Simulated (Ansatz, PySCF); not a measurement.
Reaction (SMILES): C#CC#C + 2 C (CH4) → 2 C#C (C2H2) [acetylene] + CC (C2H6)
Structures are relaxed separately at B3LYP-D3(BJ)/def2-TZVP in Ansatz (an electronic-structure program). Unstable Hartree-Fock reference: C#CC#C.

Quantity: bond separation energy (enthalpy at 298 K, with B3LYP-D3(BJ) rigid-rotor harmonic-oscillator terms from PySCF), in kcal/mol. Correlated levels leave the core frozen unless marked. No spin-orbit coupling. Non-relativistic. CBS(X,Y): correlation extrapolated as X^-3; Hartree-Fock from the larger set. The bracket is a focal-point correction in the basis named.

RI-MP2/CBS(cc-pVTZ,cc-pVQZ)+[CCSD(T)-MP2]/cc-pVTZ (Ansatz) gives 14.5 kcal/mol.

Task: Another calculation gave 21.0 kcal/mol. Which level was it?
A. wB97X-V/def2-TZVPD (Ansatz)
B. PBE-QIDH/def2-TZVPD (Ansatz)
C. r2SCAN/def2-TZVPD (Ansatz)

Result: C, r2SCAN/def2-TZVPD (Ansatz). The others give 17.0 (PBE-QIDH), 14.2 (wB97X-V) kcal/mol.
